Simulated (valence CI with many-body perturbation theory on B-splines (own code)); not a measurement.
**Energy levels of Ba50+**

Computed by valence CI with perturbative core correlation (CI+MBPT): four valence electrons over a frozen Dirac-Fock core [He], a basis of 11 s, 11 p, 9 d, 7 f, 5 g, 2 h, 1 i functions for each j, with the one-electron correlation potential Σ1 (screened to all orders), the two-electron term Σ2, the three-electron term Σ3, Breit, model QED; selected single and double excitations, second order for the rest (own B-spline code, finite nucleus).

The last digits are not significant, and no measured levels were compared; by estimate large intervals hold to a few tenths of a per cent, small ones and those within an open d or f shell to about a per cent. Among the levels kept, up to 290 cm⁻¹ of a level comes from second order outside the variational space, and about a tenth of that is noise between levels of different J, which matters for small intervals.

Levels 46 to 90 of 116, with energies above the lowest level, (2s^2 2p1/2^2) J=0. "Leading %" is the weight of the configuration and term that name the level; weights of strongly mixed levels are sums over their largest components and can fall short. In the jj column 3d3/2^4 stands for four electrons in 3d with j = 3/2.

```tsv
No.	Configuration	Term	J	E (× 10³ cm⁻¹)	Leading %	Second component	Leading jj
46	2s.2p2.3s	3P	1	48679	67	18 % 2s.2p2.3s 5P	2s 2p1/2 2p3/2 3s (96 %)
47	2s.2p2.3s	3D	3	48740	50	35 % 2s.2p2.3s 5P	2s 2p1/2 2p3/2 3s (85 %)
48	2s.2p2.3s	3P	2	48903	40	33 % 2s.2p2.3s 3D	2s 2p1/2 2p3/2 3s (91 %)
49	2s2.2p.3p	1P	1	48956	46	38 % 2s2.2p.3p 3S	2s^2 2p3/2 3p3/2 (91 %)
50	2s.2p2.3p	5P°	1	49011	39	31 % 2s.2p2.3p 5D°	2s 2p1/2 2p3/2 3p1/2 (99 %)
51	2s2.2p.3p	3D	3	49012	84	7 % 2s.2p2.3s 3D	2s^2 2p3/2 3p3/2 (84 %)
52	2s.2p2.3p	5D°	2	49082	47	19 % 2s.2p2.3p 3D°	2s 2p1/2 2p3/2 3p1/2 (99 %)
53	2s2.2p.3p	3P	2	49147	50	25 % 2s2.2p.3p 1D	2s^2 2p3/2 3p3/2 (76 %)
54	2s.2p2.3s	3P	0	49172	62	26 % 2s2.2p.3p 1S	2s 2p1/2 2p3/2 3s (62 %)
55	2s.2p2.3s	3D	1	49254	60	22 % 2s.2p2.3s 3P	2s 2p1/2 2p3/2 3s (97 %)
56	2s.2p2.3s	3P	1	49280	48	25 % 2s.2p2.3s 1P	2s 2p1/2 2p3/2 3s (93 %)
57	2s.2p2.3p	3D°	3	49283	32	25 % 2s.2p2.3p 3F°	2s 2p1/2 2p3/2 3p1/2 (95 %)
58	2s.2p2.3s	3D	2	49314	28	28 % 2s.2p2.3s 1D	2s 2p1/2 2p3/2 3s (84 %)
59	2s2.2p.3p	1S	0	49380	42	36 % 2s.2p2.3s 3P	2s^2 2p3/2 3p3/2 (62 %)
60	2s.2p2.3p	3P°	2	49474	28	14 % 2s2.2p.3d 3D°	2s 2p1/2 2p3/2 3p1/2 (69 %)
61	2s2.2p.3d	3D°	2	49515	30	20 % 2s2.2p.3d 1D°	2s^2 2p3/2 3d3/2 (63 %)
62	2s2.2p.3d	3P°	1	49567	53	31 % 2s2.2p.3d 3D°	2s^2 2p3/2 3d3/2 (87 %)
63	2s2.2p.3d	3F°	3	49570	49	24 % 2s2.2p.3d 1F°	2s^2 2p3/2 3d3/2 (89 %)
64	2s2.2p.3d	3P°	0	49577	84	8 % 2s.2p2.3p 3P°	2s^2 2p3/2 3d3/2 (84 %)
65	2s2.2p.3d	3F°	4	49705	97		2s^2 2p3/2 3d5/2 (97 %)
66	2s.2p2.3p	3P°	0	49717	39	24 % 2s.2p2.3p 1S°	2s 2p1/2 2p3/2 3p1/2 (83 %)
67	2s.2p2.3p	3F°	2	49718	46	22 % 2s.2p2.3p 1D°	2s 2p1/2 2p3/2 3p1/2 (94 %)
68	2s.2p2.3p	3D°	1	49718	57	11 % 2s.2p2.3p 3P°	2s 2p1/2 2p3/2 3p1/2 (87 %)
69	2s2.2p.3d	3P°	2	49786	47	32 % 2s2.2p.3d 1D°	2s^2 2p3/2 3d5/2 (93 %)
70	2s2.2p.3d	3D°	3	49892	52	43 % 2s2.2p.3d 1F°	2s^2 2p3/2 3d5/2 (89 %)
71	2s2.2p.3d	1P°	1	49956	61	22 % 2s2.2p.3d 3P°	2s^2 2p3/2 3d5/2 (94 %)
72	2s.2p2.3p	3D°	1	49967	32	26 % 2s.2p2.3p 1P°	2s 2p1/2 2p3/2 3p1/2 (93 %)
73	2s.2p2.3p	5D°	3	49989	50	32 % 2s.2p2.3p 5P°	2s 2p1/2 2p3/2 3p3/2 (97 %)
74	2s.2p2.3p	5P°	1	50047	28	23 % 2s.2p2.3p 3D°	2s 2p1/2 2p3/2 3p3/2 (93 %)
75	2s.2p2.3p	3D°	2	50132	46	18 % 2s.2p2.3p 5S°	2s 2p1/2 2p3/2 3p3/2 (98 %)
76	2s.2p2.3p	3P°	0	50221	84	12 % 2s.2p2.3p 5D°	2s 2p1/2 2p3/2 3p3/2 (98 %)
77	2s.2p2.3p	3F°	4	50252	57	42 % 2s.2p2.3p 5D°	2s 2p1/2 2p3/2 3p3/2 (98 %)
78	2s.2p2.3p	3P°	2	50299	48	21 % 2s.2p2.3p 1D°	2s 2p1/2 2p3/2 3p3/2 (94 %)
79	2s.2p2.3p	1P°	1	50366	38	17 % 2s.2p2.3p 3P°	2s 2p1/2 2p3/2 3p3/2 (91 %)
80	2s.2p2.3p	3D°	3	50406	50	26 % 2s.2p2.3p 1F°	2s 2p1/2 2p3/2 3p3/2 (98 %)
81	2s.2p2.3d	5F	2	50469	45	16 % 2s.2p2.3d 3P	2s 2p1/2 2p3/2 3d3/2 (99 %)
82	2s.2p2.3d	5D	1	50479	51	21 % 2s.2p2.3d 5F	2s 2p1/2 2p3/2 3d3/2 (99 %)
83	2s.2p2.3d	5D	0	50482	85	14 % 2s.2p2.3d 3P	2s 2p1/2 2p3/2 3d3/2 (99 %)
84	2s.2p2.3d	5F	3	50527	56	12 % 2s.2p2.3d 3F	2s 2p1/2 2p3/2 3d3/2 (92 %)
85	2s.2p2.3p	3D°	2	50638	28	21 % 2s.2p2.3p 3P°	2s 2p1/2 2p3/2 3p3/2 (74 %)
86	2s.2p2.3d	5F	4	50681	60	22 % 2s.2p2.3d 5D	2s 2p1/2 2p3/2 3d5/2 (81 %)
87	2s.2p2.3p	3D°	3	50723	41	38 % 2s.2p2.3p 3F°	2s 2p1/2 2p3/2 3p3/2 (99 %)
88	2s.2p2.3d	3F	4	50752	41	29 % 2s.2p2.3d 5D	2s 2p1/2 2p3/2 3d3/2 (72 %)
89	2s.2p2.3p	3P°	1	50753	22	21 % 2s.2p2.3p 3S°	2s 2p1/2 2p3/2 3p3/2 (72 %)
90	2s.2p2.3d	3F	3	50782	30	25 % 2s.2p2.3d 5P	2s 2p1/2 2p3/2 3d3/2 (78 %)
```

Where two levels of one J and parity lie close, their mixing, g and order are uncertain.
